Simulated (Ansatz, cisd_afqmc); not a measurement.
System: AlH$_{3}$, charge 0, singlet. AlH3 (SMILES [AlH3]).
B3LYP-D3(BJ)/def2-TZVP minimum from Ansatz (a first-principles code):
```xyz
4

Al     0.0000     0.0000     0.0000
H      0.6795    -0.4285     1.3607
H     -0.3300     1.5209    -0.2737
H     -0.3495    -1.0923    -1.0870
```
Charge 0, spin multiplicity 1.

Atomisation energy term by term, kcal/mol (programs: Ansatz, cisd_afqmc). Radicals and triplets start from unrestricted determinants; spin-orbit coupling is neglected. Correlated methods leave the cores frozen. Rows without X2C or -DK are non-relativistic. AFQMC is phaseless with a CISD trial state; ± is one standard error, without the phaseless bias. Outlying blocks are dropped, and bars are widened where a walk drifts. Over all cases where full CI ran beside it in this data, AFQMC minus full CI had a median of +0.1 mEh and passed +0.4 mEh in a tenth of the cases. CBS(X,Y): correlation extrapolated as X^-3, Hartree-Fock from the larger set (Q,5: extrapolated as (X+1)exp(-9√X)). A bracket is a step between two methods taken in the basis named. 'core' is core correlation in cc-pwCVTZ (1s frozen past Ne), 'X2C' scalar relativity in cc-pVTZ-DK, both at CCSD(T). Full CI freezes restricted core orbitals, also for open shells; the composite that ends in it estimates full CI at the basis-set limit. Where a partner has so few electrons that a lower coupled-cluster level is exact, that level stands in.

```json
[
 {"term": "Hartree-Fock", "basis": "CBS(cc-pV(Q+d)Z,cc-pV(5+d)Z)", "kcal/mol": "168.72"},
 {"term": "CCSD correlation", "basis": "CBS(cc-pV(Q+d)Z,cc-pV(5+d)Z)", "kcal/mol": "44.75"},
 {"term": "(T)", "basis": "CBS(cc-pV(Q+d)Z,cc-pV(5+d)Z)", "kcal/mol": "0.31"},
 {"term": "CCSDT(Q) - CCSD(T)", "basis": "cc-pV(5+d)Z", "kcal/mol": "0.00"},
 {"term": "FCI - CCSDT(Q)", "basis": "cc-pV(D+d)Z", "kcal/mol": "0.01"},
 {"term": "core correlation", "basis": "cc-pwCVTZ", "kcal/mol": "-0.95"},
 {"term": "scalar relativity", "basis": "X2C, cc-pVTZ-DK", "kcal/mol": "-0.41"},
 {"term": "sum: De", "basis": "", "kcal/mol": "212.4"}
]
```

The step beyond CCSD(T) by other levels: FCI in cc-pV(D+d)Z 0.02; CCSDTQ in cc-pV(D+d)Z 0.02; AFQMC/CISD in cc-pV(D+d)Z 0.13 ± 0.06; CCSDT(Q) in cc-pV(D+d)Z 0.01; CCSDT(Q) in cc-pV(T+d)Z -0.02; CCSDT(Q) in cc-pV(Q+d)Z -0.00 kcal/mol.
